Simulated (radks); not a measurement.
Results of a calculation; reference values are marked as such.
Spherical jellium clusters: N electrons in a uniform positive sphere of charge N and radius rs N^(1/3), rs = 3.37 bohr. Level of theory: non-relativistic Kohn-Sham, PBEsol, spin-polarised, spherical densities (a radial shooting solver with Libxc functionals). Levels are named by radial order and angular momentum (1s, 1p, 1d, 2s, ...), and open shells are averaged over m.

N = 8, configuration 1s2 1p6. This is the lowest configuration that the search found. Occupied and some empty levels:

level  occupation  eigenvalue (eV)  <r> (bohr)
1s              2          -5.3458       4.538
1p              6          -3.6373       5.630
1d              0          -1.6902       6.758
2s              0          -1.3010       7.168

Energy (eV): total -13.9632, kinetic 17.457, external -300.37, Hartree 146.12, exchange-correlation -32.205, background 155.03.
